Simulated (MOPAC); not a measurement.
Input for MOPAC: PM3 on Cl3Lu (SMILES [Cl][Lu]([Cl])[Cl]), 2S+1 = 1.

```
PM3 1SCF PRECISE CHARGE=0 THREADS=1
Cl3Lu

Lu    -0.01455155 1     0.01696570 1    -0.01382864 1
Cl     2.24053728 1    -0.45156644 1    -0.68881664 1
Cl    -0.89110343 1    -0.95438217 1     1.99833020 1
Cl    -1.39287002 1     1.45594819 1    -1.35182906 1
```

Program output:

```
*******************************************************************************
 **                                                                           **
 **                              MOPAC v23.2.5                                **
 **                                                                           **
 *******************************************************************************
 ** MOPAC's Digital Object Identifier: https://doi.org/10.5281/zenodo.6511958 **
 **                                                                           **
 ** Please cite the open-source release paper for use of this MOPAC version:  **
 ** J. E. Moussa and J. J. P. Stewart (2026)                                  **
 ** MOPAC: An open-source semiempirical molecular orbital program             **
 ** J. Open Source Softw., 11(119), 8025, https://doi.org/10.21105/joss.08025 **
 *******************************************************************************

                              PM3 CALCULATION RESULTS

 *******************************************************************************
 *  PM3        - The PM3 Hamiltonian to be used
 *
 *
 *
 *                 CHARGE ON SYSTEM = 0
 *
 *
 *
 *  PRECISE    - TIGHTER CRITERIA TO BE USED
 *  1SCF       - DO 1 SCF AND THEN STOP
 *  THREADS=1  - MULTI-THREADING NOT USED
 *  T=         - A TIME OF 172800.0 SECONDS REQUESTED
 *  DUMP=N     - RESTART FILE WRITTEN EVERY 7200.0 SECONDS REQUESTED
 *******************************************************************************
PM3 1SCF PRECISE CHARGE=0 THREADS=1
 Cl3Lu

   ATOM   CHEMICAL          X               Y               Z
  NUMBER   SYMBOL      (ANGSTROMS)     (ANGSTROMS)     (ANGSTROMS)

     1      Lu         -0.01455155  *   0.01696570  *  -0.01382864  *
     2      Cl          2.24053728  *  -0.45156644  *  -0.68881664  *
     3      Cl         -0.89110343  *  -0.95438217  *   1.99833020  *
     4      Cl         -1.39287002  *   1.45594819  *  -1.35182906  *



          CARTESIAN COORDINATES

    NO.       ATOM           X           Y           Z

     1        Lu         -0.0146      0.0170     -0.0138
     2        Cl          2.2405     -0.4516     -0.6888
     3        Cl         -0.8911     -0.9544      1.9983
     4        Cl         -1.3929      1.4559     -1.3518

 Cl: (PM3): J. J. P. STEWART, J. COMP. CHEM. 10, 209 (1989).
 Lu: (PM3): R.O. FREIRE, ET AL, J. PHYS. CHEM. A 110 (17) (2006) 5897.

           Empirical Formula: Lu Cl3  =     4 atoms



      MOLECULAR POINT GROUP   :   D3h


      RHF CALCULATION, NO. OF DOUBLY OCCUPIED LEVELS = 12


 -------------------------------------------------------------------------------
 PM3 1SCF PRECISE CHARGE=0 THREADS=1
 Cl3Lu



     1SCF WAS SPECIFIED, SO BFGS WAS NOT USED
     SCF FIELD WAS ACHIEVED


                              PM3 CALCULATION
                                                       MOPAC v23.2.5 Linux




          FINAL HEAT OF FORMATION =        -36.82586 KCAL/MOL =    -154.07938 KJ/MOL


          COSMO AREA              =        146.76 SQUARE ANGSTROMS
          COSMO VOLUME            =        144.93 CUBIC ANGSTROMS

          IONIZATION POTENTIAL    =         13.810770 EV
          HOMO LUMO ENERGIES (EV) =        -13.811
          NO. OF FILLED LEVELS    =         12
          MOLECULAR WEIGHT        =        281.3260         POINT GROUP:  D3h

          MOLECULAR DIMENSIONS (Angstroms)

            Atom       Atom       Distance
           Cl     4   Cl     3     4.15753
           Cl     3   Cl     2     3.59987
           Cl     2   Lu     1     0.00036


          SCF CALCULATIONS        =          1





   ATOM   CHEMICAL          X               Y               Z
  NUMBER   SYMBOL      (ANGSTROMS)     (ANGSTROMS)     (ANGSTROMS)

     1      Lu         -0.01455155  *   0.01696570  *  -0.01382864  *
     2      Cl          2.24053728  *  -0.45156644  *  -0.68881664  *
     3      Cl         -0.89110343  *  -0.95438217  *   1.99833020  *
     4      Cl         -1.39287002  *   1.45594819  *  -1.35182906  *

                             CARTESIAN COORDINATES

   1   Lu       -0.014551550     0.016965700    -0.013828640
   2   Cl        2.240537280    -0.451566440    -0.688816640
   3   Cl       -0.891103430    -0.954382170     1.998330200
   4   Cl       -1.392870020     1.455948190    -1.351829060


           Empirical Formula: Lu Cl3  =     4 atoms



      MOLECULAR POINT GROUP   :   D3h


                  EIGENVALUES
 -57.74602 -57.68271 -57.68246 -14.79237 -14.73172 -14.73149 -13.87546 -13.86766
 -13.86745 -13.83918 -13.83898 -13.81077


              NET ATOMIC CHARGES AND DIPOLE CONTRIBUTIONS

  ATOM NO.   TYPE          CHARGE      No. of ELECS.   s-Pop       p-Pop
    1         Lu           3.000000        0.0000
    2         Cl          -1.000000        8.0000     2.00000     6.00000
    3         Cl          -1.000000        8.0000     2.00000     6.00000
    4         Cl          -1.000000        8.0000     2.00000     6.00000
 DIPOLE           X         Y         Z       TOTAL
 POINT-CHG.    -0.001     0.004     0.004     0.006
 HYBRID         0.000    -0.000     0.000     0.000
 SUM           -0.001     0.004     0.004     0.006


          ATOMIC ORBITAL ELECTRON POPULATIONS

     Atom    s        px        py        pz
    1 Lu
    2 Cl   2.00000   2.00000   2.00000   2.00000
    3 Cl   2.00000   2.00000   2.00000   2.00000
    4 Cl   2.00000   2.00000   2.00000   2.00000

 **********************
 *                    *
 * JOB ENDED NORMALLY *
 *                    *
 **********************




 == MOPAC DONE ==
```

The run finished.

Cost: about 0.020 core-seconds (a rough figure).
